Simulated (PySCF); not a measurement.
Ga(F) cation (FGa), SMILES [F][Ga] (connectivity only; charge and spin as stated), charge +1, multiplicity 2. Atoms are numbered in the order given.

```xyz
2

Ga     0.0000     0.0000    -0.3839
F      0.0000     0.0000     1.3222
```
Charge +1, spin multiplicity 2.

Geometry: PBE0-D3(BJ)/def2-TZVPD. The multiplicity is an assumed one; other spin states were not compared.

Level of theory: CAM-B3LYP/def2-TZVPD (PySCF).

Mulliken values depend strongly on the basis, most of all with diffuse functions as here. ESP charges are fitted to the potential on shells at 1.4 to 2.0 van der Waals radii. Atomic charges (e):

```csv
atom,Mulliken,ESP fit,meta-Löwdin,Mulliken spin
Ga1,1.04,1.25,___,0.80
F2,-0.04,-0.25,___,0.20
```

Question: Fill in the missing entries. (An estimate is asked for; the answer gives what the named calculation found.)

Answer: 
- Ga1, meta-Löwdin: 1.33
- F2, meta-Löwdin: -0.33
